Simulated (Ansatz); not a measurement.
Gas-phase electronic energies from Ansatz, PBE0-D4/def2-TZVP geometries. CBS: MP2 limit from def2 TZ/QZ plus the TZ coupled-cluster correction, frozen cores. DFT in def2-TZVPP. One conformer a species, not always the lowest.

Consider the isomerisation: `CC(O)[SiH2]O` → `CO[SiH](C)O`.

(1) Is it downhill or uphill in electronic energy at CCSD(T)/CBS, and by how much? (Best estimate.)

(2) What do these levels give: PBE0-D4, ωB97X-V, PBE, r2SCAN, HF/def2-TZVPP, SCS-MP2/def2-QZVPP? (Best estimate.)

Largest T1 diagnostic among the species: 0.011.

Results:

(1) Ansatz gave: Downhill: ΔE = -166.5 kJ/mol.

(2) Computed: PBE0-D4 -160.9, ωB97X-V -164.3, PBE -155.9, r2SCAN -168.7, HF/def2-TZVPP -184.1, SCS-MP2/def2-QZVPP -170.2 kJ/mol.

In def2-TZVPP, CCSD(T) changes the Hartree–Fock value by +18.1 kJ/mol (the triples alone add +2.8 kJ/mol) and MP2 by +14.6 kJ/mol. From PBE to PBE0 (25 % exact exchange), in def2-TZVPP and without D4, ΔE moves by −6.2 kJ/mol.
